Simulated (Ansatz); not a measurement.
Computed with Ansatz on PBE0-D4/def2-TZVP structures; ΔE is electronic, products minus reactants. CCSD(T)/CBS is the MP2 limit (def2-TZVPP, def2-QZVPP) plus CCSD(T) − MP2 in def2-TZVPP, frozen cores. DFT in def2-TZVPP. B3LYP here is the variant with VWN-RPA as its local correlation; programs differ in this. For Br outer-core shells are correlated without core-valence functions, which leaves a few kJ/mol of doubt a bond. Scalar relativity is left out up to krypton. Each species was taken in one conformer, which may not be the lowest.

Consider the isomerisation: `OCB(F)Br` → `COB(F)Br`.

```csv
level,ΔE (eV)
PBE-D4,-1.31
PBE0-D4,-1.34
PBE,-1.31
B3LYP,-1.43
```

Question: What does CCSD(T)/CBS give? (An estimate is asked.)

Answer: Ansatz gave: -1.39 eV. The listed levels differ from it by 0.08, 0.05, 0.08, -0.04 eV.

Largest T1 diagnostic among the species: 0.011.

From PBE to PBE0 (25 % exact exchange), in def2-TZVPP and without D4, ΔE moves by −0.04 eV. In def2-TZVPP, CCSD(T) changes the Hartree–Fock value by +0.14 eV (the triples alone add +0.01 eV) and MP2 by +0.12 eV.
